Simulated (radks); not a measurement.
The numbers below are computed, except where a source is named.
Neutral selenium inside a hard spherical wall (all orbitals vanish at R), configuration held at [Ar] 3d10 4s2 4p4 and not refilled when levels cross. Code: a radial shooting solver on a logarithmic mesh with Libxc functionals. Model: non-relativistic Kohn-Sham, r2SCAN, spin-polarised, spherical densities, point nucleus; open shells are filled with parallel spins first; meta-GGA in the generalised Kohn-Sham scheme. Eigenvalues in eV for spin up, with the zero of energy where the potential of the charges vanishes at infinity; a dash marks a level that is unbound or too diffuse for the functional's potential to be trusted. A positive occupied level is held by the wall or, in an anion where self-interaction has pushed it up, behind a barrier. The pressure on the wall is -dE/dV.

[
 {"R (bohr)": "free", "E (hartree)": "-2401.51801", "kinetic (hartree)": "2400.075", "e(3p)": "-155.16", "e(3d)": "-55.560", "e(4s)": "-18.201", "e(4p)": "-7.552", "e(5s, empty)": "-", "e(5p, empty)": "-", "pressure (GPa)": "0"},
 {"R (bohr)": "20", "E (hartree)": "-2401.51801", "kinetic (hartree)": "2400.075", "e(3p)": "-155.16", "e(3d)": "-55.560", "e(4s)": "-18.201", "e(4p)": "-7.552", "e(5s, empty)": "-", "e(5p, empty)": "-", "pressure (GPa)": "< 0.0001"},
 {"R (bohr)": "15", "E (hartree)": "-2401.51801", "kinetic (hartree)": "2400.075", "e(3p)": "-155.16", "e(3d)": "-55.560", "e(4s)": "-18.201", "e(4p)": "-7.552", "e(5s, empty)": "-", "e(5p, empty)": "-", "pressure (GPa)": "< 0.0001"},
 {"R (bohr)": "12", "E (hartree)": "-2401.51800", "kinetic (hartree)": "2400.075", "e(3p)": "-155.16", "e(3d)": "-55.559", "e(4s)": "-18.201", "e(4p)": "-7.552", "e(5s, empty)": "0.411", "e(5p, empty)": "1.692", "pressure (GPa)": "< 0.0001"},
 {"R (bohr)": "5", "E (hartree)": "-2401.45555", "kinetic (hartree)": "2400.479", "e(3p)": "-153.25", "e(3d)": "-53.668", "e(4s)": "-16.832", "e(4p)": "-6.044", "e(5s, empty)": "10.769", "e(5p, empty)": "17.502", "pressure (GPa)": "8.84"},
 {"R (bohr)": "3.5", "E (hartree)": "-2400.86648", "kinetic (hartree)": "2403.139", "e(3p)": "-145.64", "e(3d)": "-46.189", "e(4s)": "-11.051", "e(4p)": "1.073", "e(5s, empty)": "39.576", "e(5p, empty)": "51.041", "pressure (GPa)": "206"},
 {"R (bohr)": "1.5", "E (hartree)": "-2368.74056", "kinetic (hartree)": "2498.289", "e(3p)": "-61.961", "e(3d)": "39.505", "e(4s)": "149.96", "e(4p)": "177.92", "e(5s, empty)": "536.06", "e(5p, empty)": "551.81", "pressure (GPa)": "91400"}
]
